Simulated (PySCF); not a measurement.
Species: C5H3F3.
SMILES: `C#C/C=C\C(F)(F)F`

Method used: TDDFT B3LYP/def2-SVPD, vertical, gas phase, core orbitals frozen in the response in PySCF. Isolated species at its PBE0-D3(BJ)/def2-SVP geometry, gas phase. Torsions of this conformer, `[CH:1]#[C:2]/[CH:3]=[CH:4]\[C:5]([F:6])([F:7])[F:8]`: C3–C4–C5–F6 61°.

Computed states:

```
state  E (eV)       f
   S1    4.77  0.0000
   S2    5.29   0.258
   S3    6.19  0.0005
   S4    7.25  0.0010
   S5    7.26   0.289
   S6    7.41  0.0001
```

Broadening: Gaussians 0.5 eV wide at half height, area fixed by f = 4.319×10⁻⁹ ∫ε dν̃. The width is an assumption, not a result. The curve ends short of the highest state used, and states not computed would add to its high-energy end.

**Question.** Give the broadened spectrum and its maxima.

**Answer.** 
E (eV), ε (L mol⁻¹ cm⁻¹) and a bar:
```
     4.02          0 
     4.14          0 
     4.27          0 
     4.39          2 
     4.51         16 
     4.63        107 
     4.75        531 #
     4.87       1919 ####
     4.99       5038 ###########
     5.11       9609 #####################
     5.24      13488 ##############################
     5.36      13225 #############################
     5.48       9422 #####################
     5.60       4877 ###########
     5.72       1836 ####
     5.84        508 #
     5.96        114 
     6.08         37 
     6.21         27 
     6.33         22 
     6.45         23 
     6.57         84 
     6.69        424 #
     6.81       1644 ####
```

Maxima: 234 nm (5.29 eV), ε about 14000, made up of S2 (100%) (ε in L mol⁻¹ cm⁻¹; maxima over ε = 5, shares over 10%). At its high-energy end, 6.81 eV, the curve is still rising (ε about 1600, from S5).

**Question.** Coming from long wavelengths, where does ε first pass 100 L mol⁻¹ cm⁻¹?

**Answer.** At about 268 nm (4.63 eV), 0.15 eV below S1.

**Question.** On this curve, what absorbance would a 10⁻⁴ mol/L sample give at 222 nm over a 1 cm path?

**Answer.** 222 nm is 5.585 eV, where ε is about 5400 L mol⁻¹ cm⁻¹, so A = ε c l ≈ 0.54 (Beer–Lambert, with the gas-phase spectrum and the assumed width).

**Question.** What would ε be at 5.29 eV, the highest of these maxima, with half the width (0.25 eV)?

**Answer.** About 27800 L mol⁻¹ cm⁻¹ against 13900, a factor of about 2.00; a lone state at its own centre would give exactly 2.

Time: 20 s of wall time. Hardware: one thread of an x86-64 server, no GPU, on a shared host.
